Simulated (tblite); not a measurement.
Species: C₇H₁₃PS.
Cartesian coordinates in Å at the GFN2-xTB level; atoms count from 1:
```
atom  x, y, z in Å
C1    -1.954   -1.371    0.529
C2    -0.795   -0.640   -0.066
C3    -0.703    0.661   -0.341
C4    -1.737    1.718   -0.121
C5     0.592    1.117   -0.961
P6     1.777   -0.246   -0.580
C7     2.296    0.083    1.150
S8     3.219   -0.610   -1.822
C9     0.410   -1.476   -0.413
H10   -2.812   -0.724    0.684
H11   -2.249   -2.190   -0.125
H12   -1.669   -1.802    1.489
H13   -1.370    2.456    0.592
H14   -2.669    1.309    0.255
H15   -1.937    2.236   -1.059
H16    0.505    1.207   -2.049
H17    0.933    2.080   -0.573
H18    1.434    0.277    1.785
H19    2.843   -0.786    1.514
H20    2.966    0.942    1.148
H21    0.282   -1.983   -1.376
H22    0.629   -2.238    0.339
```

Computed values, GFN2-xTB/tblite, gas phase, harmonic and unscaled. Errors from tens to a few hundred cm⁻¹ against measured bands are possible. One conformer, not necessarily the lowest.

Harmonic wavenumbers (cm⁻¹): 55.5, 70.8, 83.1, 112.3, 159.6, 166.6, 189.0, 230.5, 244.9, 297.5, 311.0, 361.9, 370.3, 458.0, 533.5, 642.9, 738.2, 744.1, 752.6, 767.3, 768.7, 811.2, 856.6, 875.3, 933.4, 989.6, 998.8, 1012.4, 1055.9, 1094.6, 1117.8, 1158.9, 1171.6, 1217.8, 1274.9, 1299.2, 1398.8, 1411.6, 1411.8, 1419.5, 1423.2, 1429.8, 1469.4, 1479.5, 1479.7, 1488.7, 1738.2, 2916.5, 2918.6, 2950.5, 2953.5, 2994.3, 2995.9, 2996.4, 2999.8, 3011.9, 3013.2, 3014.1, 3057.1, 3064.5.

A = 2098, B = 752.8, C = 688.1 MHz; mass 160.048 u (most abundant isotopes); point group Cs, symmetry number 1.

Zero-point energy?

Half the sum of the wavenumbers: 39481 cm⁻¹ = 472.30 kJ/mol.

What is S at 500 K and 1 bar for an ideal gas of classical rigid rotors and harmonic oscillators?

Translation 182.90, rotation 132.26, vibration 252.06: S = 567.2 J/(mol K).

And Cp and H(500 K) − H(0)?

Cp = 273.81 J/(mol K), of which vibrations give 240.56 (their classical limit is 60 R = 498.9); H(500 K) − H(0) = 80.63 kJ/mol without the zero-point energy, 64.00 from vibrations.

Which modes carry the vibrational entropy at 500 K?

55.5 cm⁻¹: 23.58; 70.8 cm⁻¹: 21.56; 83.1 cm⁻¹: 20.23; 112.3 cm⁻¹: 17.74; 159.6 cm⁻¹: 14.86; 166.6 cm⁻¹: 14.51 J/(mol K); the other 54 give 139.59 together.

How do the functions run with temperature in this model?

| T (K) | S (J/(mol K)) | Cp (J/(mol K)) | H − H(0) (kJ/mol) | G − H(0) (kJ/mol) | ln q(vib) |
| --- | --- | --- | --- | --- | --- |
| 100 | 305.3 | 92.5 | 6.03 | -24.50 | 2.00 |
| 200 | 384.5 | 140.1 | 17.73 | -59.18 | 5.35 |
| 300 | 450.2 | 187.6 | 34.09 | -100.98 | 8.62 |
| 800 | 716.0 | 358.8 | 176.62 | -396.21 | 23.78 |
| 1000 | 800.4 | 396.5 | 252.34 | -548.03 | 29.23 |

q(vib) and H(0) count from the zero-point level.

Hindered rotation and anharmonicity are outside this model. Other conformers, if any are populated, would add a mixing term that is left out.
